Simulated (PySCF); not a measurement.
PySCF input for C₃H₆F₂Si, SMILES C/C(F)=C/[SiH2]F, TDDFT-PBE/def2-SVPD. The structure is a stationary point at PBE0-D3(BJ)/def2-SVP. The structure was generated by enumeration; whether it is a known compound was not checked. The values are those of a single conformer.

```python
import numpy as np
from pyscf import gto, scf, dft, tdscf

mol = gto.M(
    atom='''
    C     2.57143567   -1.05200336    0.00186128
    C     1.28359083   -0.34825176   -0.20910440
    F     1.34632157    0.50593784   -1.24851354
    C     0.13340734   -0.44585881    0.46028217
    Si   -1.36178470    0.55241521    0.00110510
    F    -2.53678427    0.15127043    1.05652871
    H     3.37485352   -0.32182017    0.18886406
    H     2.84806351   -1.61392952   -0.90439520
    H     2.50892944   -1.74408671    0.84989727
    H     0.09466028   -1.14274397    1.30194286
    H    -1.12246100    2.01750791    0.12557990
    H    -1.85549879    0.23306889   -1.36773104
    ''',
    basis='def2-SVPD',
    charge=0,
    spin=0,
    max_memory=1600,
    verbose=4,
)
mf = dft.RKS(mol, xc='pbe').density_fit(auxbasis='def2-universal-jkfit')
mf.grids.level = 3
mf.conv_tol = 1e-9
mf.max_cycle = 100
mf.kernel()
mf.grids = dft.Grids(mol).set(level=1).build(with_non0tab=True)  # coarser grid for the response kernel
td = tdscf.TDDFT(mf)
td.singlet = True
td.nstates = 10
td.conv_tol = 1e-4
td.positive_eig_threshold = 1e-6
td.kernel(x0=td.get_init_guess(mf, 15))
td.analyze()
tt = tdscf.TDA(mf)
tt.singlet = False
tt.nstates = 4
tt.conv_tol = 1e-4
tt.positive_eig_threshold = 1e-6
tt.kernel(x0=tt.get_init_guess(mf, 9))
tt.analyze(verbose=3)
```

Program output:

```
PySCF version 2.14.0

[INPUT] verbose = 4
[INPUT] num. atoms = 12
[INPUT] num. electrons = 56
[INPUT] charge = 0
[INPUT] spin (= nelec alpha-beta = 2S) = 0
[INPUT] symmetry False subgroup None
[INPUT] Mole.unit = angstrom
[INPUT] Symbol           X                Y                Z      unit          X                Y                Z       unit  Magmom
[INPUT]  1 C      2.571435670000  -1.052003360000   0.001861280000 AA    4.859309163237  -1.987998232522   0.003517309441 Bohr   0.0
[INPUT]  2 C      1.283590830000  -0.348251760000  -0.209104400000 AA    2.425635124703  -0.658100448798  -0.395150047442 Bohr   0.0
[INPUT]  3 F      1.346321570000   0.505937840000  -1.248513540000 AA    2.544179042894   0.956083953654  -2.359348653411 Bohr   0.0
[INPUT]  4 C      0.133407340000  -0.445858810000   0.460282170000 AA    0.252103335607  -0.842551041124   0.869807241320 Bohr   0.0
[INPUT]  5 Si    -1.361784700000   0.552415210000   0.001105100000 AA   -2.573400123623   1.043913453944   0.002088336340 Bohr   0.0
[INPUT]  6 F     -2.536784270000   0.151270430000   1.056528710000 AA   -4.793827507405   0.285859683445   1.996549904640 Bohr   0.0
[INPUT]  7 H      3.374853520000  -0.321820170000   0.188864060000 AA    6.377548863324  -0.608151982661   0.356901348173 Bohr   0.0
[INPUT]  8 H      2.848063510000  -1.613929520000  -0.904395200000 AA    5.382060019267  -3.049884777151  -1.709059236371 Bohr   0.0
[INPUT]  9 H      2.508929440000  -1.744086710000   0.849897270000 AA    4.741189507458  -3.295846219394   1.606073074316 Bohr   0.0
[INPUT] 10 H      0.094660280000  -1.142743970000   1.301942860000 AA    0.178882004075  -2.159473133798   2.460315435233 Bohr   0.0
[INPUT] 11 H     -1.122461000000   2.017507910000   0.125579900000 AA   -2.121143875505   3.812537404044   0.237311617750 Bohr   0.0
[INPUT] 12 H     -1.855498790000   0.233068890000  -1.367731040000 AA   -3.506384537562   0.440436370256  -2.584637077667 Bohr   0.0

nuclear repulsion = 290.675299951309
number of shells = 76
number of NR pGTOs = 258
number of NR cGTOs = 178
basis = def2-SVPD
ecp = {}


[settings echo left out]
init E= -606.656747981142
  HOMO = -0.296690479477998  LUMO = -0.0917759388969945  gap/eV = 5.57601
cycle= 1 E= -606.228589864271  delta_E= 0.428  |g|= 0.74  |ddm|= 5.26
  HOMO = -0.193689534471349  LUMO = -0.0239558434278337  gap/eV = 4.61869
cycle= 2 E= -605.923270327525  delta_E= 0.305  |g|= 1.45  |ddm|= 2.12
  HOMO = -0.225166881133853  LUMO = -0.0413653710147934  gap/eV = 5.00149
cycle= 3 E= -606.327942095696  delta_E= -0.405  |g|= 0.232  |ddm|= 1.45
  HOMO = -0.241771793511009  LUMO = -0.0573394660265052  gap/eV = 5.01866
cycle= 4 E= -606.340594850623  delta_E= -0.0127  |g|= 0.0706  |ddm|= 0.402
  HOMO = -0.240958759786992  LUMO = -0.0553090377671244  gap/eV = 5.05179
cycle= 5 E= -606.341383290049  delta_E= -0.000788  |g|= 0.0442  |ddm|= 0.133
  HOMO = -0.239299925687861  LUMO = -0.0544874718167727  gap/eV = 5.02900
cycle= 6 E= -606.341812356642  delta_E= -0.000429  |g|= 0.00668  |ddm|= 0.0489
  HOMO = -0.239697744333462  LUMO = -0.0548785984239708  gap/eV = 5.02919
cycle= 7 E= -606.341825133414  delta_E= -1.28e-05  |g|= 0.00226  |ddm|= 0.0135
  HOMO = -0.239647498283839  LUMO = -0.0548563476524238  gap/eV = 5.02842
cycle= 8 E= -606.341826114077  delta_E= -9.81e-07  |g|= 0.000702  |ddm|= 0.00302
  HOMO = -0.239601074868241  LUMO = -0.0547910710284945  gap/eV = 5.02894
cycle= 9 E= -606.341826218859  delta_E= -1.05e-07  |g|= 0.000146  |ddm|= 0.00125
  HOMO = -0.239619305231269  LUMO = -0.0548089745877527  gap/eV = 5.02895
cycle= 10 E= -606.341826223122  delta_E= -4.26e-09  |g|= 5.7e-05  |ddm|= 0.000315
  HOMO = -0.239615208664633  LUMO = -0.0548055487323831  gap/eV = 5.02893
cycle= 11 E= -606.341826223775  delta_E= -6.53e-10  |g|= 2.95e-05  |ddm|= 0.000133
  HOMO = -0.239616414347079  LUMO = -0.054807426787054  gap/eV = 5.02891
Extra cycle  E= -606.34182622328  delta_E= 4.95e-10  |g|= 5.52e-05  |ddm|= 0.000107
converged SCF energy = -606.34182622328
tot grids = 47384
Overwritten attributes  positive_eig_threshold  of <class 'pyscf.tdscf.rks.CasidaTDDFT'>


******** <class 'pyscf.tdscf.rks.CasidaTDDFT'> for <class 'pyscf.df.df_jk.DFRKS'> ********
nstates = 10 singlet
deg_eia_thresh = 1.000e-03
wfnsym = None
conv_tol = 0.0001
eigh lindep = 1e-12
eigh level_shift = 0
eigh max_cycle = 100


Excitation energies (eV)
[5.91408846 6.29313941 6.39898142 6.77921511 7.03093085 7.11184424
 7.30301468 7.50980459 7.56611602 7.64317836]

** Singlet excitation energies and oscillator strengths **
Excited State   1:      5.91409 eV    209.64 nm  f=0.0008
      28 -> 30       -0.70668
Excited State   2:      6.29314 eV    197.01 nm  f=0.3119
      26 -> 29        0.29640
      28 -> 29        0.62966
Excited State   3:      6.39898 eV    193.76 nm  f=0.0003
      28 -> 31        0.70670
Excited State   4:      6.77922 eV    182.89 nm  f=0.0019
      27 -> 29       -0.69967
Excited State   5:      7.03093 eV    176.34 nm  f=0.1135
      26 -> 29       -0.62611
      27 -> 30        0.10166
      28 -> 29        0.26791
      28 -> 39        0.10505
Excited State   6:      7.11184 eV    174.33 nm  f=0.0015
      28 -> 32       -0.70336
Excited State   7:      7.30301 eV    169.77 nm  f=0.0042
      28 -> 33       -0.70101
Excited State   8:      7.50980 eV    165.10 nm  f=0.0157
      28 -> 34       -0.70381
Excited State   9:      7.56612 eV    163.87 nm  f=0.0022
      27 -> 30       -0.69575
Excited State  10:      7.64318 eV    162.22 nm  f=0.0009
      26 -> 30        0.70204

** Transition electric dipole moments (AU) **
state          X           Y           Z        Dip. S.      Osc.
  1        -0.0350     -0.0497     -0.0429      0.0055      0.0008
  2         1.3525     -0.4035     -0.1750      2.0227      0.3119
  3        -0.0211     -0.0255     -0.0237      0.0017      0.0003
  4        -0.0362     -0.0776     -0.0645      0.0115      0.0019
  5         0.7188      0.0220     -0.3762      0.6587      0.1135
  6         0.0311      0.0670      0.0544      0.0084      0.0015
  7        -0.0435     -0.1114     -0.0945      0.0232      0.0042
  8        -0.0875     -0.2129     -0.1792      0.0851      0.0157
  9        -0.0259      0.0761     -0.0741      0.0119      0.0022
 10         0.0208      0.0538      0.0403      0.0050      0.0009

** Transition velocity dipole moments (imaginary part, AU) **
state          X           Y           Z        Dip. S.      Osc.
  1        -0.0081     -0.0121     -0.0104      0.0003      0.0010
  2         0.3102     -0.0946     -0.0378      0.1066      0.3072
  3        -0.0061     -0.0089     -0.0081      0.0002      0.0005
  4        -0.0101     -0.0220     -0.0184      0.0009      0.0025
  5         0.1810      0.0072     -0.0969      0.0422      0.1089
  6         0.0081      0.0174      0.0141      0.0006      0.0014
  7        -0.0118     -0.0303     -0.0257      0.0017      0.0043
  8        -0.0251     -0.0609     -0.0514      0.0070      0.0169
  9        -0.0123      0.0265     -0.0245      0.0015      0.0035
 10         0.0082      0.0210      0.0162      0.0008      0.0018

** Transition magnetic dipole moments (imaginary part, AU) **
state          X           Y           Z
  1         0.1105     -0.0349     -0.0060
  2        -0.1393     -0.3308     -0.2865
  3        -0.4898      0.1856      0.0263
  4         0.1061      0.3289     -0.4460
  5        -0.0676     -0.1802     -0.1521
  6        -0.3384     -0.2779      0.4925
  7        -0.5173     -0.3213      0.6362
  8        -0.0257     -0.1347      0.1644
  9        -0.3319     -0.8178     -0.6783
 10        -0.7553      0.7581     -0.5437
Overwritten attributes  positive_eig_threshold  of <class 'pyscf.tdscf.rks.TDA'>


******** <class 'pyscf.tdscf.rks.TDA'> for <class 'pyscf.df.df_jk.DFRKS'> ********
nstates = 4 triplet
deg_eia_thresh = 1.000e-03
wfnsym = None
conv_tol = 0.0001
eigh lindep = 1e-12
eigh level_shift = 0
eigh max_cycle = 100


Excitation energies (eV)
[4.20632026 5.8108778  6.28982043 6.31613006]

** Triplet excitation energies and oscillator strengths **
Excited State   1:      4.20632 eV    294.76 nm  f=0.0000
Excited State   2:      5.81088 eV    213.37 nm  f=0.0000
Excited State   3:      6.28982 eV    197.12 nm  f=0.0000
Excited State   4:      6.31613 eV    196.30 nm  f=0.0000
```

The run converged.
